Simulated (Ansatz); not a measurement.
Computed with Ansatz on PBE0-D4/def2-TZVP structures; ΔE is electronic, products minus reactants. CCSD(T)/CBS adds triple-zeta CCSD(T) − MP2 to the extrapolated MP2 energy (def2 sets, frozen cores). Each species was taken in one conformer, which may not be the lowest.

Consider the formal exchange of groups at a C–C bond: `CCCC1CCCCC1` + `N=C[SiH2]F` → `C[SiH](F)C=N` + `CCC1CCCCC1`.

```json
{"species": "`CCCC1CCCCC1`", "CCSD/CBS(def2) energy (Eh)": "-353.27726"}
{"species": "`N=C[SiH2]F`", "CCSD/CBS(def2) energy (Eh)": "-484.03239"}
{"species": "`C[SiH](F)C=N`", "CCSD/CBS(def2) energy (Eh)": "-523.30584"}
{"species": "`CCC1CCCCC1`", "CCSD/CBS(def2) energy (Eh)": "-314.02647"}
```

Work out ΔE.

ΔE = (-523.30584) + (-314.02647) − (-353.27726) − (-484.03239) = -0.02266 Eh = -0.62 eV. CCSD(T)/CBS gives -0.61 eV.

Largest T1 diagnostic among the species: 0.012.

The D4 term adds +0.04 eV with B3LYP and +0.02 eV with PBE0; it sums over pairs of atoms, weighted by their polarisabilities, and B3LYP, whose exchange is more repulsive, gets the larger term.

B3LYP here is the variant with VWN-RPA as its local correlation; programs differ in this.
